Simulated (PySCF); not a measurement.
Pyrocatechol, C₆H₆O₂.
SMILES with atom numbers: `[OH:1][c:2]1[cH:3][cH:4][cH:5][cH:6][c:7]1[OH:8]` (hydrogens: H9 on O1; H10 on C3; H11 on C4; H12 on C5; H13 on C6; H14 on O8)

Cartesian coordinates in Å at the PBE0-D3(BJ)/def2-SVP level; atoms count from 1:
```xyz
14
C6H6O2 angstrom
O      1.4785   -1.4197    0.4622
C      0.3727   -0.6663    0.3123
C     -0.8932   -1.2430    0.3126
C     -2.0295   -0.4461    0.1574
C     -1.9059    0.9312    0.0011
C     -0.6373    1.5183   -0.0018
C      0.4931    0.7261    0.1518
O      1.7723    1.1915    0.1620
H      2.2397   -0.8245    0.4262
H     -0.9674   -2.3251    0.4363
H     -3.0172   -0.9118    0.1596
H     -2.7914    1.5581   -0.1194
H     -0.5249    2.6000   -0.1241
H      1.7786    2.1462    0.0443
```

All values: B3LYP/def2-SVPD (PySCF, non-relativistic), on one gas-phase PBE0-D3(BJ)/def2-SVP geometry that isn't relaxed in the solvent. The solvent is an IEF-PCM continuum (cavity from Bondi-type radii × 1.2), and excitations are vertical TDDFT with non-equilibrium linear response and a frozen core. The model holds no explicit solvent molecules, cavitation or dispersion.

Gas-phase singlets (H = HOMO, L = LUMO):

```tsv
state	E (eV)	λ (nm)	f	leading configurations
S1	4.945	251	0.045	H→L 80%, H-1→L+2 19%
S2	5.019	247	0.001	H→L+1 98%
S3	5.706	217	0.026	H→L+2 67%, H-1→L 31%
S4	5.832	213	0.000	H-1→L+1 87%, H→L+3 10%
S5	5.934	209	0.003	H→L+3 89%, H-1→L+1 10%
```

Task: Give the list for water (ε = 78.36), n² = 1.78.

Result: 
```json
{"state": "S1", "E (eV)": "4.946", "λ (nm)": "251", "f": "0.062", "leading configurations": "H→L 81%, H-1→L+1 18%", "change by rank (eV)": "+0.001"}
{"state": "S2", "E (eV)": "5.483", "λ (nm)": "226", "f": "0.001", "leading configurations": "H→L+2 99%", "change by rank (eV)": "+0.464"}
{"state": "S3", "E (eV)": "5.677", "λ (nm)": "218", "f": "0.039", "leading configurations": "H→L+1 71%, H-1→L 28%", "change by rank (eV)": "-0.029"}
{"state": "S4", "E (eV)": "6.157", "λ (nm)": "201", "f": "0.005", "leading configurations": "H→L+3 99%", "change by rank (eV)": "+0.325"}
{"state": "S5", "E (eV)": "6.287", "λ (nm)": "197", "f": "0.000", "leading configurations": "H-1→L+2 71%, H→L+4 27%", "change by rank (eV)": "+0.353"}
```

Task: How do the frontier levels move from gas to water?

Result: 
```csv
orbital,gas (eV),solvent (eV),change (eV),"Löwdin shares, gas","Löwdin shares, solvent"
LUMO+2,0.04,0.33,+0.29,"C4 21 %, C5 20 %, C2 15 %, C7 14 %","O8 28 %, O1 18 %, C7 12 %, H14 11 %"
LUMO+1,-0.16,0.02,+0.18,"O8 36 %, H14 23 %, O1 9 %, C7 8 %","C4 21 %, C5 21 %, C2 14 %, C7 14 %"
LUMO,-0.39,-0.38,+0.01,"C6 21 %, C3 21 %, C7 12 %, C2 11 %","C6 21 %, C3 21 %, C7 12 %, C2 11 %"
HOMO,-6.07,-6.09,-0.02,"C2 16 %, C5 16 %, O1 16 %, C7 15 %","C2 16 %, C7 16 %, C5 15 %, O1 14 %"
HOMO-1,-6.85,-6.85,0.00,"C3 24 %, C6 24 %, C4 14 %, C5 9 %","C6 24 %, C3 24 %, C4 12 %, C5 10 %"
HOMO-2,-9.27,-9.31,-0.04,"C5 21 %, C4 19 %, C6 14 %, O1 12 %","C5 21 %, C4 20 %, C6 12 %, C3 11 %"
HOMO-3,-9.63,-9.59,+0.04,"O1 18 %, C2 12 %, C3 11 %, C7 10 %","O1 13 %, C2 11 %, C3 11 %, C7 11 %"
```

The HOMO–LUMO gap goes from 5.67 to 5.71 eV. Rows go by rank; for LUMO, LUMO+1 and LUMO+2 the atom shares or the degeneracy differ between the runs, so the row needn't follow one orbital.
